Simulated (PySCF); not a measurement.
# What settings do to a single point of Tl2(OH)2(H2O)2

The sound run of Tl2(OH)2(H2O)2 (singlet; a saddle point, relaxed within its symmetry) uses PySCF 2.14.0, RKS PBE0, Tl def2-SVP with ECP60, O def2-SVP, H def2-SVP; non-relativistic Hamiltonian with scalar-relativistic core potentials where named; density fitting; no spin-orbit coupling, grid (50, 194), threshold 1e-8 Eh and 55 cycles, at the relaxed geometry:

```xyz
12

Tl    0.0000    1.4495    1.1959
Tl    0.0000   -1.4495   -1.1959
O     1.3634    0.0000    0.0000
H     2.3262    0.0000    0.0000
O    -1.3634    0.0000    0.0000
H    -2.3262    0.0000    0.0000
O     0.0000   -0.3185    3.5646
H     0.7578    0.0709    4.0157
H    -0.7578    0.0709    4.0157
O     0.0000    0.3185   -3.5646
H     0.7578   -0.0709   -4.0157
H    -0.7578   -0.0709   -4.0157
```

There Tl1 has a Mulliken charge of 0.31 e and the dipole about the centre of mass is 0.00 D. Each run below changes one thing and starts from free metal ions and neutral atoms unless it says otherwise; with 55 cycles, smearing, a level shift and second-order steps follow where DIIS fails, and their cycles count. Energy shifts count from the sound run.

```json
{"change": "grid (10, 14)", "outcome": "converged", "cycles": "9", "energy shift (eV)": "-0.73", "largest force component (eV/Å)": "54.39", "charge on Tl1 (e)": "0.48", "dipole about the centre of mass (D)": "0.00"}
{"change": "spin (2S) set to 1, limit 69 cycles", "outcome": "refused", "cycles": "–", "energy shift (eV)": "–", "largest force component (eV/Å)": "–", "charge on Tl1 (e)": "–", "dipole about the centre of mass (D)": "–"}
{"change": "threshold 1e-06", "outcome": "converged", "cycles": "8", "energy shift (eV)": "0.0000", "largest force component (eV/Å)": "0.00", "charge on Tl1 (e)": "0.31", "dipole about the centre of mass (D)": "0.00"}
```

Task: How does the run with this change end: start from a density of up to 30 smeared cycles (not counted)?

Result: outcome converged, cycles 6, energy shift (eV) 0.0000, largest force component (eV/Å) 0.00, charge on Tl1 (e) 0.31, dipole about the centre of mass (D) 0.00.

Unsound on purpose, so not properties of the compound: grid (10, 14).

Forces carry noise of the integration grid, about 0.01 to 0.03 eV/Å.
